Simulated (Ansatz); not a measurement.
CH6AlFOSi (`F[CH2][AlH][O][SiH3]`), charge 0, multiplicity 1.

(1) Give a relaxed structure at PBE0-D4/def2-TZVP (Ansatz). (An estimate is asked.)

## Answers

(1) Computed: 
```xyz
11

F     1.214    1.720   -0.231
C     0.573    1.404   -1.433
Al   -0.562   -0.201   -1.217
O    -0.608   -0.940    0.292
Si   -0.223   -1.132    1.864
H    -0.004    2.285   -1.745
H     1.347    1.268   -2.199
H    -1.416   -0.804   -2.401
H     1.239   -1.360    2.016
H    -0.611    0.071    2.646
H    -0.949   -2.310    2.407
```
Point group Cs.
This is one stationary point; other conformers may exist.
